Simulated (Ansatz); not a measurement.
Reaction (atomization): `C[SiH2]C(F)(F)Cl` → 2 C• + Cl• + 2 F• + 5 H• + Si•

Program: Ansatz. Geometries: PBE0-D4/def2-TZVP. ΔE: electronic, gas phase. CCSD(T)/CBS is the MP2 limit (def2-TZVPP, def2-QZVPP) plus CCSD(T) − MP2 in def2-TZVPP, frozen cores. This one scheme is used for every species, atoms too. For atomizations the MP2-based limit and the directly extrapolated one differ by several kJ/mol either way, and by 10 to 25 for some Ge, Se and Sn compounds, so smaller differences from it don't rank the levels. DFT in def2-TZVPP. Open shells (•) are unrestricted, without spin–orbit coupling. Spin–orbit coupling would lower the free atoms: a little for C, Cl, F, Si. One conformer a species, not always the lowest.

| level | ΔE (kJ/mol) |
| --- | --- |
| BLYP-D4 | 3871.9 |
| CCSD/CBS(def2) | 3816.1 |

(1) What does CCSD(T)/CBS give? (Estimate.)

Largest T1 diagnostic among the species: 0.012.

Results:

(1) Computed: +3882.1 kJ/mol. The listed levels differ from it by -10.2, -66.0 kJ/mol.

From PBE to PBE0 (25 % exact exchange), in def2-TZVPP and without D4, ΔE moves by −84.5 kJ/mol: exact exchange takes away binding that semilocal exchange gives to molecules. In def2-TZVPP, CCSD(T) changes the Hartree–Fock value by +982.3 kJ/mol (the triples alone add +66.0 kJ/mol) and MP2 by +1069.2 kJ/mol; breaking electron pairs costs correlation energy, which Hartree–Fock lacks.
